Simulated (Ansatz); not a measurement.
**Pulling the pair apart**

The pair of H2O (SMILES O, atoms 1–3) and GeH4 (SMILES [GeH4], atoms 4–8), both closed shells, in one local arrangement (a lower one may exist), relaxed at PBE0-D4/def2-TZVP:

```json
{"atom": "O1", "x (Å)": "0.1814", "y (Å)": "-0.5415", "z (Å)": "-1.8934"}
{"atom": "H2", "x (Å)": "-0.5357", "y (Å)": "-0.0772", "z (Å)": "-2.3313"}
{"atom": "H3", "x (Å)": "0.9799", "y (Å)": "-0.0812", "z (Å)": "-2.1617"}
{"atom": "Ge4", "x (Å)": "-0.1246", "y (Å)": "0.1310", "z (Å)": "1.2638"}
{"atom": "H5", "x (Å)": "1.3625", "y (Å)": "0.1398", "z (Å)": "0.8893"}
{"atom": "H6", "x (Å)": "-0.8739", "y (Å)": "1.2020", "z (Å)": "0.4589"}
{"atom": "H7", "x (Å)": "-0.2531", "y (Å)": "0.4769", "z (Å)": "2.7592"}
{"atom": "H8", "x (Å)": "-0.7365", "y (Å)": "-1.2499", "z (Å)": "1.0151"}
```

GeH4 is shifted rigidly along the line between the mean atom positions of the two fragments (negative: closer). Counterpoise interaction energies in kJ/mol. Program: Ansatz 0.2.0. Basis: def2-TZVPPD. Cores are frozen in the correlated methods. Filled d shells of the heavier atoms are correlated. The def2 sets are not built for correlating such inner shells, so the correlated values are less sure here.

| shift (Å) | r2SCAN-D4 | HF | MP2 |
| --- | --- | --- | --- |
| -0.32 | -2.9 | 6.7 | 0.0 |
| -0.16 | -5.3 | 2.1 | -3.1 |
| 0.00 | -6.1 | -0.4 | -4.5 |
| 0.16 | -6.0 | -1.6 | -4.8 |
| 0.39 | -5.2 | -2.1 | -4.4 |
| 0.81 | -3.4 | -1.8 | -3.1 |
| 1.62 | -1.3 | -0.9 | -1.2 |
| 3.24 | -0.2 | -0.2 | -0.3 |

(1) What does CCSD(T) give at these shifts? (To be estimated.)

No T1 diagnostic of these runs exceeds 0.012.

## Answers

(1) By the calculation: -0.3, -3.4, -4.8, -5.1, -4.6, -3.2, -1.3, -0.3 kJ/mol. For zero shift, CCSD(T) at an estimated basis limit (MP2 extrapolated from triple and quadruple zeta, plus CCSD(T) − MP2 in triple zeta) gives -5.5 kJ/mol. These are counterpoise interaction energies, counted from the two frozen fragments.

For scale, one of the runs: CCSD(T)/def2-TZVPPD, 196 basis functions, launched by `ansatz run in.yaml --threads 4 --pin off --events-out ev --progress --plain --max-ram 9574MiB`. Hardware: 4 CPU threads of an Intel Xeon Platinum 8124M, shared host. Wall time 34 s; peak host memory 2.3 GiB.
